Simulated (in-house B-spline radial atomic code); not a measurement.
How G0W0 and RPA depend on the start: the potassium ion K⁺

Configuration [Ne] 3s2 3p6. Computed with a B-spline radial code for spherical atoms: all electrons, scalar-relativistic (spin-free one-electron X2C), finite nucleus, each spin shell either full or empty, empty states to l = 9 with an (l + 1/2)⁻⁴ tail; G0W0 by contour deformation at full frequency.

```json
{"start": "Hartree-Fock", "mean-field 3p (eV)": "-31.84", "G0W0 (eV)": "-32.18", "QP weight": "0.954", "RPA correlation (Eh)": "-0.99706"}
{"start": "LDA VWN5", "mean-field 3p (eV)": "-24.973", "G0W0 (eV)": "-31.51", "QP weight": "0.898", "RPA correlation (Eh)": "-1.1434"}
{"start": "PBE", "mean-field 3p (eV)": "-24.880", "G0W0 (eV)": "-31.45", "QP weight": "0.898", "RPA correlation (Eh)": "-1.141"}
{"start": "PBE0", "mean-field 3p (eV)": "-26.906", "G0W0 (eV)": "-31.69", "QP weight": "0.921", "RPA correlation (Eh)": "-1.0983"}
{"start": "r2SCAN", "mean-field 3p (eV)": "-25.464", "G0W0 (eV)": "-31.59", "QP weight": "0.912", "RPA correlation (Eh)": "-1.1161"}
{"start": "HSE06", "mean-field 3p (eV)": "-26.482", "G0W0 (eV)": "-31.65", "QP weight": "0.917", "RPA correlation (Eh)": "-1.1043"}
{"start": "B3LYP (VWN-RPA)", "mean-field 3p (eV)": "-26.526", "G0W0 (eV)": "-31.66", "QP weight": "0.916", "RPA correlation (Eh)": "-1.1075"}
{"start": "SCAN", "mean-field 3p (eV)": "-25.476", "G0W0 (eV)": "-31.56", "QP weight": "0.912", "RPA correlation (Eh)": "-1.115"}
{"start": "TPSS", "mean-field 3p (eV)": "-25.069", "G0W0 (eV)": "-31.46", "QP weight": "0.902", "RPA correlation (Eh)": "-1.1309"}
{"start": "BHandHLYP", "mean-field 3p (eV)": "-28.779", "G0W0 (eV)": "?", "QP weight": "?", "RPA correlation (Eh)": "?"}
{"start": "CAM-B3LYP", "mean-field 3p (eV)": "-28.422", "G0W0 (eV)": "-31.87", "QP weight": "0.932", "RPA correlation (Eh)": "-1.0819"}
{"start": "LC-wPBE", "mean-field 3p (eV)": "-29.926", "G0W0 (eV)": "-31.93", "QP weight": "0.941", "RPA correlation (Eh)": "-1.0712"}
{"start": "wB97X", "mean-field 3p (eV)": "-29.482", "G0W0 (eV)": "?", "QP weight": "?", "RPA correlation (Eh)": "?"}
{"start": "PBEsol", "mean-field 3p (eV)": "-24.825", "G0W0 (eV)": "-31.48", "QP weight": "0.898", "RPA correlation (Eh)": "-1.1416"}
{"start": "BLYP", "mean-field 3p (eV)": "-24.737", "G0W0 (eV)": "-31.43", "QP weight": "0.895", "RPA correlation (Eh)": "-1.1422"}
{"start": "r2SCAN0", "mean-field 3p (eV)": "-27.286", "G0W0 (eV)": "-31.77", "QP weight": "0.927", "RPA correlation (Eh)": "-1.0832"}
{"start": "LDA exchange-only", "mean-field 3p (eV)": "-23.464", "G0W0 (eV)": "-31.54", "QP weight": "0.885", "RPA correlation (Eh)": "-1.1426"}
```

Question: What G0W0 level, weight and RPA correlation energy follow from the wB97X start?

Answer: G0W0 level -31.89 eV, weight 0.941, RPA correlation -1.0684 hartree.

Question: What G0W0 level, weight and RPA correlation energy follow from the BHandHLYP start?

Answer: G0W0 level -31.88 eV, weight 0.935, RPA correlation -1.0617 hartree.

Question: How much of the dependence on the start does G0W0 remove?

Answer: The mean-field levels span 8.38 eV and the G0W0 levels 0.749 eV. Against 31.625 eV (NIST, measured) the G0W0 removal energies are off by -0.20 to +0.55 eV, with spin-orbit coupling, Breit and QED terms left out.
